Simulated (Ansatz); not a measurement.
```yaml
atoms:
  - { symbol: H, position_ang: [0.0467, -0.0065, -0.8116] }
  - { symbol: F, position_ang: [0.0024, 0.0061, 0.0425] }
```

Basis set: 6-31G* (spherical functions). Left uncorrelated: 1 orbital. Charge 0, multiplicity 1.

Computed with Ansatz (development build ahead of 0.2.0); each method stands on the lowest determinant of its kind that the runs found. Restricted open shells among the atoms or ions are ROHF, correlated in semicanonical orbitals with singles.

The atomization energy at this shape (free ground-state atoms in the same class of orbitals less the molecule, no zero-point energy) of singlet HF:

```json
{"method": "RHF", "atomization energy": "3.75 eV"}
```

Question: What does RHF-MP2 give?

Answer: 5.11 eV. Caution: the shape is not the minimum.
